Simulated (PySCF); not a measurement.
Si(F)(I)2(Me) (CH₃FI₂Si), SMILES C[Si](F)(I)I. Geometry: PBE-D3(BJ)/def2-SVP. The def2 effective core potentials stand for the cores of I; spin–orbit coupling is left out.

Computed equilibrium geometry at PBE-D3(BJ)/def2-SVP (PySCF confirms it by a frequency run) as a Z-matrix, and its point group:
point group Cs.
```
Si
F 1 1.6360
C 1 1.8645 2 109.23
H 3 1.1073 1 110.22 2 180.00
H 3 1.1086 4 109.05 1 120.35
H 3 1.1086 4 109.05 5 119.29
I 1 2.4557 2 107.29 3 -120.43
I 1 2.4557 2 107.29 3 120.43
```
Charge 0, spin multiplicity 1.
